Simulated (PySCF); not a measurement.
Job file and geometry (Å, from GFN2-xTB) of an NMR shielding run on `O=C[Si@@H](O)[Si@@](F)([SiH3])O[SiH3]`, CH9FO3Si4, GIAO PBE0/pcSseg-1 NMR shielding, non-relativistic, gas phase in PySCF 2.14.0, density-fitted response routines; density fitting, a coarse starting grid and PySCF grid level 2 are the driver's defaults:

```
$ OMP_NUM_THREADS=1 python probes_run.py task.json out

{"job": {"kind": "nmr", "xc": "PBE0", "basis": "pcSseg-1"}, "charge": 0, "multiplicity": 1}
O      3.097743     0.346203    -1.806919
C      2.218089    -0.474535    -1.674909
Si     1.658533    -1.097759     0.049568
O      2.724783    -0.575023     1.161494
Si    -0.264137    -0.079627     0.779445
F     -0.804453    -1.001490     2.011521
Si    -0.497559     2.128827     1.454300
O     -1.355955    -0.359348    -0.392692
Si    -2.806438    -0.670713    -1.049379
H      1.717356    -0.872797    -2.582628
H      1.770050    -2.562808    -0.114997
H      3.659434    -0.512467     0.982259
H     -0.898011     3.006599     0.344606
H      0.769332     2.635647     1.997602
H     -1.505825     2.315503     2.509146
H     -3.828248    -0.447947    -0.028409
H     -2.897984     0.288651    -2.147348
H     -2.765471    -2.060600    -1.504317
```

Task: Write the output of this run.

Result: 
```
coarse grid: 17512 points
cycle   1  E = -1525.7965834688  dE =  1.003e+00  |g| = 1.325e+00  |ddm| = 3.949e+00
cycle   2  E = -1524.9629529490  dE =  8.336e-01  |g| = 2.465e+00  |ddm| = 3.025e+00
cycle   3  E = -1526.0936012863  dE = -1.131e+00  |g| = 3.011e-01  |ddm| = 2.254e+00
cycle   4  E = -1526.1076176548  dE = -1.402e-02  |g| = 1.491e-01  |ddm| = 2.689e-01
cycle   5  E = -1526.1113625785  dE = -3.745e-03  |g| = 2.188e-02  |ddm| = 1.061e-01
cycle   6  E = -1526.1114564136  dE = -9.384e-05  |g| = 9.059e-03  |ddm| = 2.686e-02
cycle   7  E = -1526.1114694745  dE = -1.306e-05  |g| = 2.654e-03  |ddm| = 8.136e-03
cycle   8  E = -1526.1114706599  dE = -1.185e-06  |g| = 6.674e-04  |ddm| = 2.777e-03
final grid: 152488 points
cycle   9  E = -1526.1970275111  dE = -6.512e-06  |g| = 1.280e-02  |ddm| = 1.766e-02
cycle  10  E = -1526.1969478928  dE =  7.962e-05  |g| = 2.437e-02  |ddm| = 2.105e-02
cycle  11  E = -1526.1970549710  dE = -1.071e-04  |g| = 2.194e-03  |ddm| = 1.468e-02
cycle  12  E = -1526.1970558199  dE = -8.489e-07  |g| = 3.686e-04  |ddm| = 1.675e-03
cycle  13  E = -1526.1970558419  dE = -2.203e-08  |g| = 8.898e-05  |ddm| = 3.208e-04
cycle  14  E = -1526.1970558434  dE = -1.478e-09  |g| = 3.565e-05  |ddm| = 1.084e-04
cycle  15  E = -1526.1970558436  dE = -2.065e-10  |g| = 1.095e-05  |ddm| = 3.728e-05
converged SCF energy = -1526.1970558436

GIAO shielding tensors (ppm)
atom      isotropic    diamagn.    paramagn.     s11        s22        s33       span
  0 O     -623.568     397.963   -1021.531  -1737.517   -559.399    426.213   2163.730
  1 C      -67.407     256.976    -324.383   -205.464    -88.347     91.589    297.053
  2 Si     387.344     880.491    -493.147    331.824    376.305    453.903    122.079
  3 O      339.079     387.452     -48.373    290.054    347.420    379.765     89.711
  4 Si     327.575     879.208    -551.633    281.802    317.068    383.856    102.053
  5 F      316.084     470.043    -153.959    225.114    316.895    406.242    181.128
  6 Si     465.122     881.537    -416.416    441.260    469.253    484.852     43.592
  7 O      266.106     401.897    -135.791    180.693    249.250    368.374    187.681
  8 Si     390.972     880.574    -489.602    354.487    363.215    455.214    100.727
  9 H       19.345      30.125     -10.780     13.064     21.170     23.800     10.736
 10 H       26.173      29.126      -2.953     22.032     25.756     30.732      8.700
 11 H       30.465      30.143       0.323     21.513     24.575     45.307     23.794
 12 H       28.317      30.511      -2.194     25.155     26.582     33.214      8.059
 13 H       28.238      29.777      -1.540     24.743     26.585     33.384      8.641
 14 H       27.995      29.301      -1.306     24.813     25.896     33.276      8.463
 15 H       26.444      29.058      -2.614     22.902     25.248     31.181      8.279
 16 H       26.567      29.887      -3.320     22.975     25.122     31.602      8.627
 17 H       26.468      29.354      -2.886     22.877     25.055     31.473      8.596
```

Size and cost of the density-fitted run: 226 basis functions, 120 s wall time on 1 thread of an Arm Neoverse N1, shared host; peak memory 1.1 GiB.
